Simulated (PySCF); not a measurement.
Assignment exercise: C8H11N

Geometry (Å), atoms numbered from 1 in this order:
```xyz
20

C     3.3075   -0.1382   -0.1810
C     1.9595    0.3165    0.3406
N     0.8925   -0.2648   -0.4280
C    -0.4360    0.0019   -0.1924
C    -0.8694    0.6730    0.9662
C    -2.2274    0.8948    1.1859
C    -3.1850    0.4698    0.2690
C    -2.7600   -0.1899   -0.8866
C    -1.4115   -0.4222   -1.1174
H     4.1237    0.3016    0.4093
H     3.3983   -1.2341   -0.1325
H     3.4528    0.1711   -1.2291
H     1.8555    0.0098    1.3967
H     1.9084    1.4257    0.3382
H     1.1219   -0.5165   -1.3804
H    -0.1436    1.0241    1.7008
H    -2.5370    1.4174    2.0950
H    -4.2467    0.6505    0.4480
H    -3.4928   -0.5308   -1.6228
H    -1.0935   -0.9455   -2.0240
```

Computational details: shieldings: GIAO HF/pcSseg-1, PBE0-D3(BJ)/def2-SVP geometry, in PySCF 2.14.0 with density-fitted response routines (non-relativistic Hamiltonian, no solvent model, one averaged value for each set of equivalent atoms, single conformer).

Chemical shifts δ = σref − σ; TMS for ¹³C and ¹H, all at this level.

Q: Assign these signals to the numbered atoms. ¹³C{¹H} NMR (computed): δ 158.5 (C), 140.9 (CH), 120.8 (CH), 115.0 (CH), 34.8 (CH2), 16.6 (CH3).

A: 
| δ (ppm) | atoms | environment | reason |
| --- | --- | --- | --- |
| 158.5 | C4 | aromatic carbon bearing nitrogen | σ withdrawal by the attached heteroatom moves it downfield of the ring CH carbons |
| 140.9 | C6/C8 | aromatic CH | – |
| 120.8 | C7 | aromatic CH | π donation from the O or N substituent raises the electron density at positions ortho and para to it |
| 115.0 | C5/C9 | aromatic CH | – |
| 34.8 | C2 | sp3 CH2 bonded to N | pulled downfield by the heteroatom |
| 16.6 | C1 | methyl carbon | a saturated carbon with 1 carbon neighbour and no heteroatom attached |

Q: Assign these signals to the numbered atoms. ¹H NMR (400 MHz, computed): δ 7.49 (m, 2H), 6.74 (t, 1H), 6.55 (d, 2H), 2.66 (q, 2H), 2.45 (br s, 1H), 1.38 (t, 3H).

A: 
```tsv
δ (ppm)	atoms	environment	reason
7.49	H17/H19	hydrogen on an aromatic CH	ring-current deshielding
6.74	H18	hydrogen on an aromatic CH	–
6.55	H16/H20	hydrogen on an aromatic CH	–
2.66	H13/H14	hydrogen on an sp3 CH2 bonded to N	its carbon carries N, hence the downfield position
2.45	H15	hydrogen on an aniline-type nitrogen	exchangeable; this is the value without hydrogen bonding to other molecules
1.38	H10/H11/H12	hydrogen on a methyl carbon	–
```

OH and NH positions are those of a molecule without intermolecular hydrogen bonds; in solution they move with solvent, concentration and temperature, and exchange usually removes their couplings. Shifts are as computed. Against solution values, carbons near 30 ppm lie about -0 ppm off and those near 130 ppm about +7 ppm. Of 1211 compounds with measured shifts, 218 miss one by over three times the rms of a fit or turn the order of signals round; such compounds aren't used in these exercises. Multiplicities follow the n + 1 count of equivalent neighbours, as no J values were calculated; m marks all less simple cases, F and P coupling included.
